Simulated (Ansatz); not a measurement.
Z-matrix (Å, degrees):
```
Si
F 1 1.589
O 1 1.627 2 106.6
O 1 1.620 2 110.6 3 122.0
H 1 1.464 2 108.7 3 -119.1
Si 3 1.621 1 144.4 2 91.8
H 4 0.959 1 119.7 2 -72.4
F 6 1.601 3 107.9 1 3.5
H 6 1.476 3 109.9 1 120.6
H 6 1.476 3 110.2 1 -113.9
```

Charge 0, multiplicity 1.

(1) List the r2SCAN/def2-TZVPP orbital energies in eV (Ansatz 0.2.0). (Estimate.)

Answers

(1) Ansatz gave: Occupied: -1792.89, -1792.78, -666.52, -666.19, -516.46, -516.28, -143.09, -143.04, -97.99, -97.98, -97.97, -97.91, -97.90, -97.85, -31.66, -31.39, -27.17, -26.65, -15.76, -14.52, -13.27, -12.62, -11.97, -11.73, -11.39, -10.99, -10.75, -10.13, -9.95, -9.41, -9.19, -8.69, -8.24. Lowest empty: -0.08, 0.13, 0.71, 1.27, 1.50, 2.31, 2.55, 3.01.
